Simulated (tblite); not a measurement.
Run record: tight-binding relaxation, `O=C(/C=C\[SiH](C)C)N=C`.

Computed with GFN2-xTB geometry optimisation, gas phase (tblite 0.8.0). Start geometry: from a force field or distance geometry. A driver script takes a list of jobs; this job's settings line and coordinates (Å) are shown.

Command:
```bash
OMP_NUM_THREADS=1 python probes_run.py task.json out
```

Input:
```
{"job": {"kind": "relax", "xc": "GFN2-xTB", "basis": "xTB"}, "charge": 0, "multiplicity": 1}
C      4.006300     0.344800    -0.422400
N      3.079500     0.955400     0.244300
C      1.738200     0.518100     0.248700
O      1.063700     0.667000     1.295600
C      1.205600    -0.045900    -0.973300
C     -0.028300    -0.483800    -1.142500
Si    -1.196000    -0.389800     0.258600
C     -2.726700    -1.416000    -0.085900
C     -1.824200     1.349200     0.526300
H      5.008000     0.756200    -0.343100
H      3.782100    -0.522700    -1.036500
H      1.870000    -0.114400    -1.824500
H     -0.379800    -0.902900    -2.078000
H     -0.666100    -0.891500     1.525300
H     -2.920800    -1.448300    -1.169500
H     -3.551000    -1.008700     0.514700
H     -2.494000    -2.439300     0.314700
H     -2.239400     1.400200     1.566200
H     -1.061500     2.114500     0.342400
H     -2.670700     1.568700    -0.174000
```

Output:
```
step      E/eV     max force
  0    -736.44096    2.822
  1    -736.63430    3.013
  2    -736.76350    0.598
  3    -736.82130    0.524
  4    -736.88985    0.561
  5    -736.92186    0.439
  6    -736.95280    0.421
  7    -736.97375    0.596
  8    -736.99097    0.386
  9    -737.00303    0.351
... (106 lines left out)
116    -737.31606    0.015
117    -737.31611    0.021
118    -737.31615    0.016
119    -737.31622    0.029
120    -737.31630    0.025
121    -737.31639    0.016
122    -737.31642    0.016
123    -737.31648    0.011
124    -737.31650    0.010
125    -737.31652    0.009
```

«max force» is the largest atomic force in eV/Å.

Q: From which step on does the largest force stay under 0.1 eV/Å, and how much energy is left to gain from there?

A: From step 70 (0.062 eV/Å), 7.0 meV above the end.

In short: energy lowered by 20.2 kcal/mol over 125 steps; largest atomic force 0.009 eV/Å at the end.

Q: Give the final coordinates.

A: 0.516 Å rms from the input after alignment:
```
atom  x, y, z in Å
C1     4.1358    0.4513   -0.1389
N2     2.9929    0.8881   -0.3729
C3     1.7289    0.4457   -0.1448
O4     1.1316    0.6459    0.8981
C5     1.0842   -0.1469   -1.3254
C6    -0.1748   -0.5609   -1.2183
Si7   -1.1935   -0.3969    0.3802
C8    -2.7671   -1.4020   -0.0391
C9    -1.7665    1.3980    0.6515
H10    4.9887    1.0459   -0.4424
H11    4.3385   -0.5034    0.3480
H12    1.6831   -0.2276   -2.2233
H13   -0.6414   -1.0096   -2.0850
H14   -0.5800   -1.0672    1.5293
H15   -3.3145   -0.9733   -0.8738
H16   -3.4442   -1.4298    0.8085
H17   -2.5336   -2.4307   -0.2975
H18   -2.4490    1.4477    1.4941
H19   -0.9322    2.0570    0.8593
H20   -2.2923    1.7794   -0.2204
```

On one thread, Arm Neoverse V1 (aarch64), no GPU, on a shared host, this took 1.1 s.
Labels such as C1 count atoms from 1, the log's own numbers from 0.
